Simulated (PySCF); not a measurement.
[BiCl4]+ at several levels of theory

Computed with PySCF 2.14.0 (density fitting, no spin-orbit coupling) at the geometry relaxed with PBE:

```xyz
5
[BiCl4]+ (singlet)
Bi    0.0052    0.2515    0.0000
Cl   -0.0240   -1.1570    1.9645
Cl   -0.0240   -1.1570   -1.9645
Cl    2.0097    1.6041    0.0000
Cl   -1.9413    1.6862    0.0000
```

| level | basis | state | HOMO (eV) | gap (eV) | charge on Bi1 (e) | dipole about the centre of mass (D) | largest force component (eV/Å) |
| --- | --- | --- | --- | --- | --- | --- | --- |
| PBE | Bi def2-SVP with ECP60, Cl def2-SVP | singlet | -13.40 | 1.38 | 1.02 | 0.03 | 0.02 |
| HF | the same | singlet | -18.39 | 10.05 | 1.37 | 0.04 | 0.74 |
| PBE | Bi def2-TZVP with ECP60, Cl def2-TZVP | singlet | -13.44 | 1.49 | 1.15 | 0.02 | 0.46 |
| PBE | Bi x2c-SVPall, Cl x2c-SVPall | singlet | -13.39 | 1.37 | 1.05 | 0.02 | 0.14 |

Charges are Mulliken's, which hang on the basis. The relaxation used the grid (50, 194), these runs (75, 302) or, all-electron (x2c bases, spin-free X2C Hamiltonian), (99, 590).

Task: A further run in the first row's basis gives HOMO (eV) -13.38, gap (eV) 1.40, charge on Bi1 (e) 1.06, dipole about the centre of mass (D) 0.03, largest force component (eV/Å) 0.14. Which level was it?
A. revPBE
B. TPSS
C. BLYP

Result: A. The others give HOMO -13.13 eV (BLYP); -13.63 eV (TPSS).

In the first row's basis the gap widens with exact exchange: 1.4 to 1.5 eV for BLYP, PBE, revPBE, TPSS (none); 10.1 eV for Hartree–Fock (rising or full at long range).
